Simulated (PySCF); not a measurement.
NMR data simulated for an unnamed compound:

1H NMR (300 MHz, computed): δ 7.49 (m, 1H), 7.03 (m, 1H), 6.88 (m, 1H), 6.04 (m, 1H).

13C{1H} NMR (computed): δ 158.0 (C), 151.9 (CH), 145.1 (CH), 124.6 (CH), 121.5 (CH).

PySCF calculation with shielding tensors at PBE0/pcSseg-1 (GIAO) and structure optimised with GFN2-xTB; one conformer, no solvent model, one averaged value for each set of equivalent atoms, relativity neglected.

References, each an isolated molecule treated in the same way: 1H (σ = 31.72 ppm), 13C (σ = 186.93 ppm) vs TMS.

**Question.** Which of these does the molecule contain: a tert-butyl group, a heteroaromatic ring, a non-aromatic C=C double bond, a three-membered ring?

**Answer.** 
- A tert-butyl group: no.
- A heteroaromatic ring: no.
- A non-aromatic C=C double bond: yes.
- A three-membered ring: no.

The data belong to SMILES F/C=C/O/C=C(\F)OC(F)F, C₅H₄F₄O₂; they needn't prove each group on their own.

Carbon signals by region: 5 in the sp2 and nitrile region (100–160 ppm).

Splittings by 19F in the carbon and heteronuclear signals aren't shown, as no couplings were computed. Shifts are as computed. Against solution values, carbons near 30 ppm lie about +3 ppm off and those near 130 ppm about +5 ppm. Of 1211 compounds with measured shifts, 218 miss one by over three times the rms of a fit or turn the order of signals round; such compounds aren't used in these exercises. Multiplicities follow the n + 1 count of equivalent neighbours, as no J values were calculated; m marks all less simple cases, F and P coupling included.
